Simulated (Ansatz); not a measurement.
The same path of F3GeH + H2S (8 atoms, charge 0, multiplicity 1) was run twice with different band settings. Lost on the way: Ge1–H2, H6–S7. Made: Ge1–S7, H2–H6.

The calculation used RKS B3LYP-D4/def2-SVP (Ansatz 0.2.0).

Relaxed end points:

```xyz
8
Properties=species:S:1:pos:R:3
Ge -0.601 -1.021 0.201
H 0.553 -1.490 1.062
F -0.239 -0.835 -1.476
F -1.881 -2.177 0.232
F -1.345 0.447 0.721
H 0.687 2.155 0.530
S 1.711 1.471 -0.029
H 1.115 1.450 -1.241
```

```xyz
8
Properties=species:S:1:pos:R:3
Ge -0.680 -0.126 -0.394
H 1.693 -1.171 1.318
F 0.140 -1.615 -0.667
F -1.602 -0.382 1.035
F -1.823 0.070 -1.668
H 1.743 -0.654 1.874
S 0.668 1.599 -0.324
H -0.139 2.279 -1.174
```

Common settings: movable images 7; climbing image yes; optimiser quadratic models (default); start path through a guess of the saddle point; force threshold 0.05 eV/Å; iteration limit 60; end points relaxed.

| run | spring |
| --- | --- |
| 1 | 5.0 eV/Å² |
| 2 | 0.5 eV/Å² |

(1) What does each run give, and how far can it be trusted?

Results:

(1) Run 1: converged after 26 iterations, highest image 2.270 eV above the first end. Neighbouring images differ by up to 2.0 eV, so the band resolves the path poorly. A vibrational analysis at the climbing image gives one clearly imaginary mode, 1433i cm⁻¹: a first-order saddle point.
Run 2: converged after 31 iterations, highest image 2.270 eV above the first end. Neighbouring images differ by up to 2.1 eV, so the band resolves the path poorly. Another band between the same ends (7 images) ends at a top of the same energy, where a vibrational analysis finds 1 clearly imaginary mode.
The orbitals stay closed-shell, which can raise the energy where a bond breaks towards radicals; this wasn't checked here.
